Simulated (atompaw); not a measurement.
O (Z = 8): one change to a PAW (atompaw) potential, before and after

atompaw 4.2.0.5 input, output lines left out:

```
O 8
GGA-PBE scalarrelativistic loggrid 1500 logderivrange -5 5 251
2 2 0 0 0 0
2 1 3
0 0 0
c
v
v
1
1.90 1.65 1.55 1.00
y
-1.75
n
y
-0.7
n
custom polynom gramschmidtortho sinc
2 1 troulliermartins
1.90
1.90
1.90
1.90
```

All-electron outer shells of the reference configuration (PBE, scalar-relativistic, ld1.x):

```json
{"shell": "2s", "level (eV)": "-39.66", "outermost node (bohr)": "0.28", "outermost maximum (bohr)": "0.86"}
{"shell": "2p", "level (eV)": "-24.45", "outermost node (bohr)": "–", "outermost maximum (bohr)": "0.79"}
```

Change: wave 2p (bound): rc 1.90 bohr becomes 2p (bound): rc 1.74 bohr.

Cutoffs: the cutoffs (Ry, on a coarse ladder) from which the occupation-weighted sum of valence levels, in a spherical-Bessel basis at the reference potential, stays within 10 and 1 mRy of its value at 400 Ry; they do not see the model core or the augmentation charge, which bear on the density cutoff.

What does the change do?

The potential gets harder (18 Ry and 35 Ry → 25 Ry and 40 Ry); the range in which the p phases agree narrows (upper end at the end of the scan → 1.2); neither file shows a bound ghost.

```tsv
quantity	base	changed
cutoff, loose	18 Ry	25 Ry
cutoff, tight	35 Ry	40 Ry
loose cutoff by channel (10 mRy a level)	s 12 Ry, p 18 Ry	s 12 Ry, p 21 Ry
bound ghosts	none	none
s: phases at 1.90 bohr within 0.05 rad from the reference energy up to (Ry; the scan ends near 5)	to the end of the scan	to the end of the scan
p: phases at 1.90 bohr within 0.05 rad from the reference energy up to (Ry; the scan ends near 5)	to the end of the scan	1.2
lowest overlap eigenvalue by channel	s 0.89, p 0.92	s 0.89, p 0.82
```

 The cutoffs see the waves, projectors and local potential, not the compensation charge or the core.
